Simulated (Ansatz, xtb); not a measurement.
**C6H3FGe: which of two isomers lies lower**

Structure X is `C#CC#CC#[C][GeH2][F]`, a singlet and structure Y is `C#CC#[C][Ge@H]([F])[C]#C`, a singlet. Both are isolated molecules in the gas phase, relaxed with PBE0-D4/def2-SVP.

X (Å):

```xyz
11

C    -0.6341    0.4325   -4.6335
C    -0.7657    0.7715   -3.4706
C    -0.9119    1.1503   -2.1701
C    -1.0430    1.4910   -0.9990
C    -1.1874    1.8683    0.2999
C    -1.3181    2.2084    1.4714
F    -0.0867    2.3103    4.1170
Ge   -1.5454    2.7430    3.2735
H    -0.5173    0.1332   -5.6594
H    -2.6860    1.9560    3.9237
H    -1.6784    4.2651    3.3659
```

Y (Å):

```xyz
11

C    -0.9481   -0.0716   -3.7505
C    -1.1707    0.5244   -2.7137
C    -1.4209    1.1962   -1.5467
C    -1.6430    1.7968   -0.5041
C    -0.5563    2.4899    2.3067
C     0.3641    2.3373    3.0852
F    -2.1091    4.3953    0.7317
Ge   -2.0021    2.7039    1.1125
H    -0.7509   -0.5972   -4.6673
H    -3.3414    2.2983    1.7223
H     1.1820    2.2052    3.7720
```

Quicker runs give these differences E(Y) − E(X): GFN2-xTB +0.632 eV; HF/STO-3G −0.255 eV (at GFN2-xTB geometries); r2SCAN-D4/def2-SVP +0.319 eV (at GFN2-xTB geometries).

Question: Estimate which is lower in electronic energy at CCSD(T)/def2-SVP + ΔMP2/def2-TZVPP, and by roughly how much.

Answer: CCSD(T)/def2-SVP + ΔMP2/def2-TZVPP gives E(Y) − E(X) = −0.145 eV, favouring structure Y, but this leans on the basis-set step: CCSD(T) alone gives +0.003 eV.

The same difference at several levels:

| level | geometry | E(Y) − E(X) (eV) | departure from the last row (eV) | job, with rough time for the two |
| --- | --- | --- | --- | --- |
| GFN2-xTB | GFN2-xTB | +0.632 | +0.777 | optimisation, 0.2 s |
| HF/STO-3G | GFN2-xTB | −0.255 | −0.110 | single point, 0.84 s |
| r2SCAN-D4/def2-SVP | GFN2-xTB | +0.319 | +0.463 | single point, 7.5 s |
| PBE0-D4/def2-SVP | PBE0-D4/def2-SVP | +0.248 | +0.393 | optimisation, 79 s |
| HF/def2-SVP | PBE0-D4/def2-SVP | −0.127 | +0.018 | part of the CCSD(T) run |
| MP2/def2-SVP | PBE0-D4/def2-SVP | +0.098 | +0.242 | part of the CCSD(T) run |
| CCSD(T)/def2-SVP | PBE0-D4/def2-SVP | +0.003 | +0.148 | single point |
| CCSD(T)/def2-SVP + ΔMP2/def2-TZVPP | PBE0-D4/def2-SVP | −0.145 |  | single point, 3.7 min |

As drawn, Y has 1 C–Ge, 1 C–H in place of 1 C–C, 1 Ge–H.

GFN2-xTB, r2SCAN-D4/def2-SVP, PBE0-D4/def2-SVP, MP2/def2-SVP put the two in the other order. CCSD(T)/def2-SVP finds them nearly level. The largest departure from CCSD(T)/def2-SVP + ΔMP2/def2-TZVPP is that of GFN2-xTB, 0.777 eV. The last row adds to CCSD(T) the change of the MP2 difference between the two basis sets, here −0.148 eV, a large step that makes the value less sure.

With thermal terms from frequencies at re-optimised GFN2-xTB minima (ideal gas, soft modes damped towards free rotors, one conformer each, 298.15 K, 1 atm): on the last row, ΔE + ΔZPE = −0.097, ΔH = −0.090, ΔG = −0.105 eV.

The correlated steps freeze 16 core orbitals; the filled d shell of Ge is correlated, in a basis made for valence electrons. Mirror images aren't counted in ΔG. Programs: Ansatz 0.2.0, xtb 6.7.1; the last row on 2 threads of Arm Neoverse V1 on a shared host.
